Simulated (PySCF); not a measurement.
**N-Methylaniline: full NMR table**

| Property | Result |
| --- | --- |
| Formula | C7H9N |
| SMILES | CNc1ccccc1 |
| InChI | InChI=1S/C7H9N/c1-8-7-5-3-2-4-6-7/h2-6,8H,1H3 |
| Point group of the computed structure | C1 |
| Degrees of unsaturation | 4 |
| Carbon signals | 5 |
| Proton signals | 5 |

Molfile (atoms numbered from 1):
```
C7H9N
     RDKit          3D

 17 17  0  0  0  0  0  0  0  0999 V2000
    2.2349    0.4827   -1.3167 C   0  0  0  0  0  0  0  0  0  0  0  0
    1.4156    0.9681   -0.2410 N   0  0  0  0  0  0  0  0  0  0  0  0
    0.2397    0.3403    0.1081 C   0  0  0  0  0  0  0  0  0  0  0  0
   -0.3767   -0.5957   -0.7274 C   0  0  0  0  0  0  0  0  0  0  0  0
   -1.5819   -1.1758   -0.3599 C   0  0  0  0  0  0  0  0  0  0  0  0
   -2.1962   -0.8516    0.8381 C   0  0  0  0  0  0  0  0  0  0  0  0
   -1.5832    0.0741    1.6748 C   0  0  0  0  0  0  0  0  0  0  0  0
   -0.3863    0.6629    1.3194 C   0  0  0  0  0  0  0  0  0  0  0  0
    3.1535    1.0679   -1.3530 H   0  0  0  0  0  0  0  0  0  0  0  0
    2.5020   -0.5785   -1.2122 H   0  0  0  0  0  0  0  0  0  0  0  0
    1.7292    0.6090   -2.2782 H   0  0  0  0  0  0  0  0  0  0  0  0
    1.9138    1.3761    0.5308 H   0  0  0  0  0  0  0  0  0  0  0  0
    0.0831   -0.8716   -1.6676 H   0  0  0  0  0  0  0  0  0  0  0  0
   -2.0412   -1.8982   -1.0256 H   0  0  0  0  0  0  0  0  0  0  0  0
   -3.1361   -1.3104    1.1187 H   0  0  0  0  0  0  0  0  0  0  0  0
   -2.0446    0.3408    2.6192 H   0  0  0  0  0  0  0  0  0  0  0  0
    0.0787    1.3896    1.9787 H   0  0  0  0  0  0  0  0  0  0  0  0
  1  2  1  0
  2  3  1  0
  3  4  2  0
  4  5  1  0
  5  6  2  0
  6  7  1  0
  7  8  2  0
  8  3  1  0
  1  9  1  0
  1 10  1  0
  1 11  1  0
  2 12  1  0
  4 13  1  0
  5 14  1  0
  6 15  1  0
  7 16  1  0
  8 17  1  0
M  END
```

All values are calculated (PySCF 2.14.0 with density-fitted response routines): geometry from PBE0-D3(BJ)/def2-TZVP, σ from GIAO-B97-2/pcSseg-2. Equivalent nuclei averaged, one computed conformer, relativity neglected, no solvent model.

Scale: 1H (σ = 31.64 ppm), 13C (σ = 185.38 ppm) against TMS; 15N (σ = 261.75 ppm) vs NH3 (reference shieldings calculated alike).

```tsv
carbon	δC, type	δH (multiplicity)	HMBC from (2–3 bonds)	span of the C tensor (ppm)
C1	32.8, CH3	2.82 (s)	–	52
C3	156.2, C	–	H14/H16, H13/H17, H9/H10/H11	202
C4/C8	116.6, CH	6.71 (d)	H14/H16, H15, H13/H17	190
C5/C7	136.3, CH	7.44 (m)	H14/H16, H15, H13/H17	237
C6	122.5, CH	6.91 (t)	H14/H16, H13/H17	217
```

Other nuclei:
```json
{"atoms": "H12", "nucleus": "1H", "environment": "hydrogen on an aniline-type nitrogen", "δ (ppm)": "3.35", "σ (ppm)": "28.29"}
{"atoms": "N2", "nucleus": "15N", "environment": "aniline-type nitrogen", "δ (ppm)": "72.7", "σ (ppm)": "189.1"}
```

Carbon types of the structure: 1 × C, 5 × CH, 1 × CH3, leaving 1 H on heteroatoms. δC 156.2: aromatic carbon bearing nitrogen; an ipso carbon deshielded by its heteroatom. δC 136.3, 122.5, 116.6: aromatic CH. δC 32.8: methyl carbon bonded to N; the inductive effect lowers its shielding. δH 3.35: hydrogen on an aniline-type nitrogen; exchangeable; this is the value without hydrogen bonding to other molecules. δH 2.82: hydrogen on a methyl carbon bonded to N; its carbon carries N, which withdraws density.

Exchangeable OH/NH protons stand at their gas-phase positions; hydrogen bonding in a real sample shifts them, mostly to higher δ. Shifts are as computed. Against solution values, carbons near 30 ppm lie about +3 ppm off and those near 130 ppm about +7 ppm. Of 1313 compounds with measured shifts, 239 miss one by over three times the rms of a fit or turn the order of signals round; such compounds aren't used in these exercises. Experimental scales use liquid or dissolved standards, which lie at an offset from isolated NH3 (liquid NH3: subtract about 20 ppm). Multiplicities follow the n + 1 count of equivalent neighbours, as no J values were calculated; m marks all less simple cases, F and P coupling included.
